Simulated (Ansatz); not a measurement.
CH$_{3}$Cl$_{3}$Sn (`[CH3][Sn]([Cl])([Cl])[Cl]`) at its PBE0-D4/def2-TZVP geometry, where that method's forces vanish. Total charge 0; spin multiplicity 1. Sn: def2 effective core potential.

```xyz
8

C     0.9409    0.5358    0.6290
Sn   -0.6470   -0.3683   -0.4324
Cl   -0.9611   -2.5703    0.1878
Cl   -2.6545    0.7165   -0.0793
Cl   -0.2787   -0.3638   -2.7119
H     0.7002    0.5184    1.6909
H     1.8512   -0.0298    0.4359
H     1.0491    1.5616    0.2801
```

(1) What forces (eV/Å) does PBE-D4/def2-TZVPP give on these atoms in the Gaussian-basis code of Ansatz? (Estimate.)

Answers

(1) Computed: 
```
C1   0.116  0.066  0.078
Sn2  0.076  0.043  0.051
Cl3 -0.047 -0.372  0.110
Cl4 -0.336  0.189  0.065
Cl5  0.069  0.004 -0.385
H6  -0.053 -0.008  0.193
H7   0.162 -0.110 -0.042
H8   0.012  0.187 -0.070
```
